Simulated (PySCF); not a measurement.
# C5H9FN2Si: full NMR table

```yaml
Formula: C5H9FN2Si
SMILES: CCn1nc(F)cc1[SiH3]
InChI: InChI=1S/C5H9FN2Si/c1-2-8-5(9)3-4(6)7-8/h3H,2H2,1,9H3
Point_group_of_the_computed_structure: C1
Degrees_of_unsaturation: 3
Carbon_signals: 5
Proton_signals: 4
```

Atom-mapped SMILES (the numbers label the heavy atoms): `[CH3:1][CH2:2][n:3]1[n:4][c:5]([F:6])[cH:7][c:8]1[SiH3:9]`. Hydrogens are named by the atom that carries them.

PySCF 2.14.0 with density-fitted response routines calculation with geometry from GFN2-xTB and shielding tensors at PBE0/pcSseg-1 (GIAO); one conformer, isolated molecule, equivalent nuclei averaged, relativity neglected.

δ = σ(ref) − σ, references computed at the same level: TMS for ¹H, ¹³C, ²⁹Si; ¹⁹F vs CFCl3; ¹⁵N against NH3.

| carbon | δC, type | δH (multiplicity) | HMBC from (2–3 bonds) | span of the C tensor (ppm) |
| --- | --- | --- | --- | --- |
| C1 | 19.5, CH3 | 1.42 (t) | H(C2) | 35 |
| C2 | 50.7, CH2 | 4.13 (q) | H(C1) | 56 |
| C5 | 173.5, C | – | H(C7) | 113 |
| C7 | 107.0, CH | 6.09 (m) | H(Si9) | 134 |
| C8 | 133.2, C | – | H(C7), H(Si9), H(C2) | 146 |

Other nuclei:
```
 atoms  nucleus                         environment  δ (ppm)  σ (ppm)
H(Si9)       ¹H   hydrogen on a silicon bonded to C     4.48    27.23
    F6      ¹⁹F                       aryl fluorine   -142.8    313.7
   Si9     ²⁹Si            silicon bonded to C, 3 H    -89.5    438.6
    N4      ¹⁵N  pyridine-type nitrogen of an azole    327.5    -59.8
    N3      ¹⁵N          pyrrole-type ring nitrogen    231.1     36.6
```

Carbon types of the structure: 2 × C, 1 × CH, 1 × CH2, 1 × CH3, leaving 3 H on heteroatoms. δC 173.5: aromatic carbon bearing fluorine; the electronegative substituent deshields the carbon that carries it. δC 133.2: substituted aromatic carbon next to a ring nitrogen. δC 107.0: aromatic CH. δC 19.5: methyl carbon; saturated and bonded to C and H only. δH 6.09: hydrogen on an aromatic CH; ring-current deshielding.

Splittings by ¹⁹F in the carbon and heteronuclear signals aren't shown, as no couplings were computed. Shifts are as computed. Against solution values, carbons near 30 ppm lie about +3 ppm off and those near 130 ppm about +5 ppm. Of 1211 compounds with measured shifts, 218 miss one by over three times the rms of a fit or turn the order of signals round; such compounds aren't used in these exercises. Unscaled 19F shifts against computed CFCl3 carry errors that often reach 10 to 50 ppm. Experimental scales use liquid or dissolved standards, which lie at an offset from isolated NH3 (liquid NH3: subtract about 20 ppm). Unscaled 15N shifts of sp2 nitrogen come out 20 to 40 ppm too high even then. No couplings were computed; multiplicities are counted from neighbouring protons, with m where these are inequivalent, close in shift, in a saturated or five-membered ring or joined by F or P, and br s for small geminal =CH2 splittings.
